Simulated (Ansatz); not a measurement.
Basis-set extrapolation for H6O4Si2 (`O[SiH2]O[SiH](O)O`) (PBE0-D4/def2-TZVP geometry, frozen core, the Gaussian-basis code of Ansatz). Multiplicity 1, RHF reference.

```json
{"": "HF", "def2-TZVPP": "-881.255986", "def2-QZVPP": "-881.290603"}
{"": "MP2 correlation", "def2-TZVPP": "-1.192837", "def2-QZVPP": "-1.291383"}
{"": "CCSD(T) correlation", "def2-TZVPP": "-1.263811", "def2-QZVPP": "not run"}
```

Energies in hartree. Use E(X) = E(∞) + A·exp(−7.88·√X) for Hartree–Fock and E(X) = E(∞) + B·X^(−2.97) for correlation, with X = 3 and 4, and add CCSD(T) minus MP2 of the smaller set to the MP2 limit.

Question: What is the CCSD(T) energy at the basis-set limit?

Answer: HF limit: -881.290603 + (-0.034617) × 0.13774 = -881.29537. MP2 limit: -1.291383 + (-0.098546) × 0.74074 = -1.36438. Higher-order term: -1.263811 − (-1.192837) = -0.07097. Total: -882.73072 hartree, 553.8 kJ/mol below CCSD(T)/def2-TZVPP.
